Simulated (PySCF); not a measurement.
silicon monoxide (OSi), singlet, at a GFN2-xTB geometry; R2SCAN/def2-SV(P) (PySCF).

The PySCF input:
```python
from pyscf import gto, scf, dft

mol = gto.M(
    atom='''
Si   -0.000000   -0.000000   -0.548582
O     0.000000    0.000000    0.960019
''',
    basis='def2-sv(p)',
    charge=0,
    spin=0,
    verbose=4,
)

mf = dft.RKS(mol)
mf.xc = 'r2scan'
mf.kernel()
```

What the program printed (banner, timings and long lists left out):

```
PySCF version 2.14.0

[INPUT] verbose = 4
[INPUT] num. atoms = 2
[INPUT] num. electrons = 22
[INPUT] charge = 0
[INPUT] spin (= nelec alpha-beta = 2S) = 0
[INPUT] symmetry False subgroup None
[INPUT] Mole.unit = angstrom
[INPUT] Symbol           X                Y                Z      unit          X                Y                Z       unit  Magmom
[INPUT]  1 Si     0.000000000000   0.000000000000  -0.548582000000 AA    0.000000000000   0.000000000000  -1.036669736866 Bohr   0.0
[INPUT]  2 O      0.000000000000   0.000000000000   0.960019000000 AA    0.000000000000   0.000000000000   1.814172984379 Bohr   0.0

nuclear repulsion = 39.2866288853315
number of shells = 14
number of NR pGTOs = 60
number of NR cGTOs = 32
basis = def2-sv(p)
ecp = {}

******** <class 'pyscf.dft.rks.RKS'> ********
method = RKS
initial guess = minao
damping factor = 0
level_shift factor = 0
DIIS = <class 'pyscf.scf.diis.CDIIS'>
diis_start_cycle = 1
diis_space = 8
diis_damp = 0
SCF conv_tol = 1e-09
SCF conv_tol_grad = None
SCF max_cycles = 50
direct_scf = True
direct_scf_tol = 1e-13
XC library pyscf.dft.libxc version 7.1.2
    S. Lehtola, C. Steigemann, M. J. T. Oliveira, and M. A. L. Marques,  SoftwareX 7, 1–5 (2018)
XC functionals = r2scan
    J. W. Furness, A. D. Kaplan, J. Ning, J. P. Perdew, and J. Sun,  J. Phys. Chem. Lett. 11, 8208–8215 (2020)
    J. W. Furness, A. D. Kaplan, J. Ning, J. P. Perdew, and J. Sun,  J. Phys. Chem. Lett. 11, 9248–9248 (2020)
    J. W. Furness, A. D. Kaplan, J. Ning, J. P. Perdew, and J. Sun,  J. Phys. Chem. Lett. 11, 8208–8215 (2020)
    J. W. Furness, A. D. Kaplan, J. Ning, J. P. Perdew, and J. Sun,  J. Phys. Chem. Lett. 11, 9248–9248 (2020)
radial grids:
    Treutler-Ahlrichs [JCP 102, 346 (1995); DOI:10.1063/1.469408] (M4) radial grids

becke partition: Becke, JCP 88, 2547 (1988); DOI:10.1063/1.454033
pruning grids: <function nwchem_prune>
grids dens level: 3
symmetrized grids: False
atomic radii adjust function: <function treutler_atomic_radii_adjust>
small_rho_cutoff = 0
Set gradient conv threshold to 3.16228e-05
Initial guess from minao.
tot grids = 33264
init E= -364.520196667379
  HOMO = -0.305609445748964  LUMO = -0.10083061278264  gap/eV = 5.57232
cycle= 1 E= -364.233553942876  delta_E= 0.287  |g|= 1.05  |ddm|=  1.6
  HOMO = -0.0390112864504837  LUMO = 0.083009646937105  gap/eV = 3.32036
cycle= 2 E= -360.073955486129  delta_E= 4.16  |g|= 3.35  |ddm|= 3.58
  HOMO = -0.271409349762044  LUMO = -0.0789010128305406  gap/eV = 5.23842
cycle= 3 E= -364.486786413443  delta_E= -4.41  |g|= 0.132  |ddm|=  3.2
  HOMO = -0.282072919745109  LUMO = -0.0932510459838336  gap/eV = 5.13810
cycle= 4 E= -364.494363709077  delta_E= -0.00758  |g|= 0.0828  |ddm|= 0.327
  HOMO = -0.278638316298802  LUMO = -0.0893965366385919  gap/eV = 5.14953
cycle= 5 E= -364.496562679377  delta_E= -0.0022  |g|= 0.0282  |ddm|= 0.0779
  HOMO = -0.279955123839596  LUMO = -0.0899709876332239  gap/eV = 5.16973
cycle= 6 E= -364.496726474619  delta_E= -0.000164  |g|= 0.0105  |ddm|= 0.012
  HOMO = -0.280111089455007  LUMO = -0.0898721166188203  gap/eV = 5.17667
cycle= 7 E= -364.496753455185  delta_E= -2.7e-05  |g|= 0.0011  |ddm|= 0.00678
  HOMO = -0.280112509310596  LUMO = -0.0898469965735324  gap/eV = 5.17739
cycle= 8 E= -364.496753751561  delta_E= -2.96e-07  |g|= 4.11e-05  |ddm|= 0.000836
  HOMO = -0.280119381756707  LUMO = -0.0898542130071566  gap/eV = 5.17738
cycle= 9 E= -364.496753751924  delta_E= -3.63e-10  |g|= 1.67e-06  |ddm|= 6.24e-05
  HOMO = -0.280119440894641  LUMO = -0.0898542474942579  gap/eV = 5.17738
Extra cycle  E= -364.496753751924  delta_E= -1.71e-13  |g|= 2.05e-06  |ddm|= 4.67e-06
converged SCF energy = -364.496753751924
```
